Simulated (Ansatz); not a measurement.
Mulliken charges of NSe, SMILES `[N]=[Se]` radical from PBE/def2-TZVPP in Ansatz (PBE0-D4/def2-TZVP geometry).

```
atom   x (Å)   y (Å)   z (Å)  charge (e)
  N1  -0.697   0.250  -0.353      -0.271
 Se2   0.697  -0.250   0.353       0.271
```

Problem. By hand: the dipole of these point charges (1 e Å = 4.8032 D).

Solution. Σ q r = (0.378, -0.136, 0.191) e Å, of length 0.445 e Å = 2.14 D.

Problem. How does the dipole of the full density compare? (Estimate.)

Solution. Computed: (0.374, -0.134, 0.189) e Å, 2.11 D; the point charges give 1.01 times that, at 0° from its direction.

Point charges leave out the atoms' own dipoles, such as those of lone pairs, and Mulliken's split depends on the basis, so the close match here is no proof of good charges.
